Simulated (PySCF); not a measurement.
## Assignment exercise: C₄H₁₀OSi₃

Geometry:
| atom | x (Å) | y (Å) | z (Å) |
| --- | --- | --- | --- |
| Si1 | -1.560 | 2.229 | -0.446 |
| Si2 | -1.071 | -0.043 | -0.531 |
| Si3 | -2.139 | -1.407 | 1.020 |
| C4 | 0.783 | -0.249 | -0.311 |
| C5 | 1.791 | -0.730 | -1.101 |
| C6 | 2.986 | -0.620 | -0.355 |
| C7 | 2.626 | -0.079 | 0.841 |
| O8 | 1.305 | 0.148 | 0.879 |
| H9 | -0.832 | 3.045 | -1.422 |
| H10 | -1.262 | 2.799 | 0.871 |
| H11 | -2.988 | 2.458 | -0.691 |
| H12 | -1.275 | -0.562 | -1.901 |
| H13 | -3.594 | -1.344 | 0.845 |
| H14 | -1.769 | -2.823 | 0.941 |
| H15 | -1.861 | -0.984 | 2.395 |
| H16 | 1.682 | -1.113 | -2.095 |
| H17 | 3.973 | -0.900 | -0.663 |
| H18 | 3.197 | 0.180 | 1.711 |

- GFN2-xTB geometry
- shielding tensors at PBE0/pcSseg-1 (GIAO)
- code: PySCF 2.14.0 with density-fitted response routines
- non-relativistic Hamiltonian, a single conformation, fast rotation and ring inversion assumed for equivalent nuclei, isolated molecule

δ = σ(ref) − σ, references computed at the same level: ¹³C (186.93 ppm), ¹H (31.72 ppm) vs TMS.

(1) Assign these signals to the numbered atoms. ¹³C{¹H} NMR (computed): δ 155.0 (CH), 153.9 (C), 129.4 (CH), 117.2 (CH).

(2) Assign these signals to the numbered atoms. ¹H NMR (300 MHz, computed): δ 7.90 (m, 1H), 7.05 (m, 1H), 6.66 (m, 1H), 4.63 (sept, 1H), 3.57 (d, 6H).

Answers

(1) 
155.0 → C7, aromatic CH next to the ring oxygen
153.9 → C4, substituted aromatic carbon next to the ring oxygen
129.4 → C5, aromatic CH: the aromatic region
117.2 → C6, aromatic CH

C7 and C4 lie closer than the usual error of such a calculation, so a measured spectrum could show them in the other order.

(2) 
```tsv
δ (ppm)	atoms	environment	reason
7.90	H18	hydrogen on an aromatic CH next to the ring oxygen	ring-current deshielding
7.05	H16	hydrogen on an aromatic CH	aromatic region
6.66	H17	hydrogen on an aromatic CH	–
4.63	H12	hydrogen on a silicon bonded to C, 2 Si	–
3.57	H9/H10/H11/H13/H14/H15	hydrogen on a silicon bonded to Si	–
```

Shifts are as computed. Against solution values, carbons near 30 ppm lie about +3 ppm off and those near 130 ppm about +5 ppm. Of 1211 compounds with measured shifts, 218 miss one by over three times the rms of a fit or turn the order of signals round; such compounds aren't used in these exercises. Multiplicities follow the n + 1 count of equivalent neighbours, as no J values were calculated; m marks all less simple cases, F and P coupling included.
